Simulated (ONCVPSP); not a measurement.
**Ranking ONCV potentials for Cd**

All share these settings but for the change named:

```json
{
  "Element": "cadmium",
  "Generator": "ONCVPSP 4.0.1",
  "Type": "optimised norm-conserving Vanderbilt (ONCV)",
  "Functional": "LDA (Perdew-Wang 92)",
  "Relativity": "scalar-relativistic",
  "Frozen core": "[Ar] 3d10",
  "Valence charge": "20",
  "Reference configuration": "4s2 4p6 4d10 5s2",
  "Partial waves": "4s+5s: rc 1.65 bohr, ncon 4, nbas 7, qcut 7.1 1/bohr, 2 projectors; 4p: rc 1.40 bohr, ncon 4, nbas 8, qcut 9.3 1/bohr, 2 projectors, debl 2.6 Ha; 4d: rc 1.75 bohr, ncon 3, nbas 8, qcut 8 1/bohr, 2 projectors, debl 2.3 Ha",
  "Local potential": "polynomial inside 0.95 bohr (lpopt 4, dvloc0 0 Ha)",
  "Core correction": "none"
}
```

Test errors are all-electron minus pseudo excitation energies from the reference, over 4s2 4p6 4d10 5s1; 4s2 4p6 4d10 5s0; 4s2 4p6 4d9 5s0; 4s1 4p6 4d10 5s2. None of these files shows a bound ghost.

The base gives 557.8 meV.

Of 11 variants that were run, those that failed, showed a ghost or another fault, or gave nearly equal values are left out.

A variant can come out equal or close to the base, since the largest error may sit in a test that the change hardly touches while other tests move.

(1) Rank these variants by their largest absolute test error, smallest first.
A. s: qcut 4.9
B. s: qcut 7.7
C. non-relativistic
D. all radii scaled by about 1.30 (s 2.14, p 1.82, d 2.28 bohr); local potential polynomial inside 1.24 bohr (lpopt 4, dvloc0 0 Ha)

Results:

(1) C (408.2 meV), B (525.2 meV), A (634.0 meV), D (938.8 meV).
